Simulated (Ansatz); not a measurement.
`[Cl][Ge][Br]` + H–F → `[F][Ge][Br]` + HCl at 700 K and 1 bar (ligand exchange at a Ge–Cl bond).

Isolated molecules relaxed with PBE0-D4/def2-TZVP in Ansatz; ΔE leaves out vibrations. CCSD(T)/CBS is the MP2 limit (def2-TZVPP, def2-QZVPP) plus CCSD(T) − MP2 in def2-TZVPP, frozen cores. This one scheme is used for every species. For Br, Ge outer-core shells are correlated without core-valence functions, which leaves a few kJ/mol of doubt a bond. Scalar relativity is left out up to krypton.

```tsv
species	CCSD(T)/CBS energy (Eh)	H − E (kJ/mol)	S (J/(mol·K))
`[Cl][Ge][Br]`	-5109.28758	41.3	360.9
H–F	-100.39570	45.2	198.5
`[F][Ge][Br]`	-4749.29775	41.9	347.6
HCl	-460.38127	38.4	211.8
```

H − E and S are ideal-gas, rigid-rotor, harmonic terms from PBE0-D4/def2-TZVP. 1 Eh = 2625.50 kJ/mol, R = 8.31446 J/(mol·K).

Problem. By hand: ΔE, ΔH, ΔS and ΔG.

Solution. ΔE = (-4749.29775) + (-460.38127) − (-5109.28758) − (-100.39570) = 0.00426 Eh = 11.2 kJ/mol. Δ(H − E) = 41.9 + 38.4 − 41.3 − 45.2 = -6.2, so ΔH = 5.0 kJ/mol. ΔS = 347.6 + 211.8 − 360.9 − 198.5 = 0.0 J/(mol·K). ΔG = 5.0 − 700 × (0.0)/1000 = 5.0 kJ/mol.

Problem. By hand: the equilibrium constant, and the temperature at which ΔG would vanish if ΔH and ΔS stayed fixed.

Solution. log₁₀ K = −ΔG/(RT ln 10) = -0.4. With ΔH or ΔS at zero there is no such temperature.

The number of gas molecules stays the same, so ΔS is small and ΔH decides. The sign of ΔG lies within the doubt. A doubt of 5 kJ/mol in ΔE shifts log₁₀ K by 0.4 here. These are equilibria of isolated gas molecules and say nothing of rates. Largest T1 diagnostic: 0.012 (customary marks: 0.02 for closed shells, 0.045 for open ones).

ΔS is within the doubt of such terms, so its sign, and with it that verdict, could turn.
